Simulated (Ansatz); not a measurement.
Reaction (SMILES): CCB(N)N + H+ -> CCB(N)[NH3+]
Each molecule is optimised on its own at B3LYP-D3(BJ)/def2-TZVP (Ansatz, a program for electronic structure), one conformer each, not searched for the lowest.
Geometry of the first species:
```
B
N 1 1.4164
H 2 1.0036 1 122.41
H 2 1.0053 3 113.44 1 -180.00
N 1 1.4197 2 120.38 3 180.00
H 5 1.0040 1 122.26 2 180.00
H 5 1.0052 6 113.37 1 180.00
C 1 1.5903 2 120.67 3 0.00
H 8 1.0966 1 108.27 2 123.44
H 8 1.0966 9 104.82 1 -115.40
C 8 1.5311 9 109.18 10 -116.87
H 11 1.0920 8 111.95 9 57.03
H 11 1.0932 12 107.14 8 -122.42
H 11 1.0932 12 107.14 13 -115.17
```

Wanted: proton affinity (electronic energy difference), positive where the reaction releases energy, in eV. Cores are frozen in the correlated levels unless marked. Spin-orbit coupling is left out. No relativistic terms. CBS marks a two-point X^-3 extrapolation of the correlation energy; Hartree-Fock from the larger set.

```csv
level,program,proton affinity (eV)
SVWN5/def2-TZVPD,Ansatz,9.19
HSE06-D3(BJ)/def2-TZVPD,Ansatz + dftd3,9.56
LC-wPBE-D3(BJ)/def2-TZVPD,Ansatz + dftd3,9.57
B2PLYP/def2-TZVPD,Ansatz,___
SCS-MP2/6-31G*,Ansatz,9.81
"CCSD(T)/CBS(cc-pVTZ,cc-pVQZ)",Ansatz,___
```

Task: Fill in the missing entries.

Result: 
- B2PLYP/def2-TZVPD, proton affinity (eV): 9.46
- CCSD(T)/CBS(cc-pVTZ,cc-pVQZ), proton affinity (eV): 9.52
